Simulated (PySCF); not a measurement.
**Niobium: highly charged ions in a basis for the neutral atom**

Nb²⁴⁺ [Ne] 3s2 3p5, Nb²⁵⁺ [Ne] 3s2 3p4. Computed with PySCF 2.14 in x2c-SVPall, with scalar relativity by spin-free X2C-1e. No spin-orbit coupling, so a gap to NIST mixes the basis error with missing relativistic terms.

Changed run: basis of the neutral atom used for a highly charged ion. This setting is unsound on purpose.

| species | method | sound run (hartree) | changed run (hartree) | converged |
| --- | --- | --- | --- | --- |
| Nb²⁴⁺ | UHF | not run | -3444.77561 | yes |
| Nb²⁴⁺ | TPSS | not run | -3445.77261 | yes |
| Nb²⁵⁺ | UHF | not run | -3399.24607 | yes |
| Nb²⁵⁺ | TPSS | not run | -3400.16598 | yes |

Ionisation energy of Nb²⁴⁺:

```json
{"method": "UHF", "changed run (eV)": "1238.9", "NIST (eV)": "1230.6 ± 1.3"}
{"method": "M06-L", "changed run (eV)": "1241.0", "NIST (eV)": "1230.6 ± 1.3"}
{"method": "TPSS", "changed run (eV)": "1241.0", "NIST (eV)": "1230.6 ± 1.3"}
```

The contracted functions were made for the neutral atom and can be too rigid for a highly charged ion.
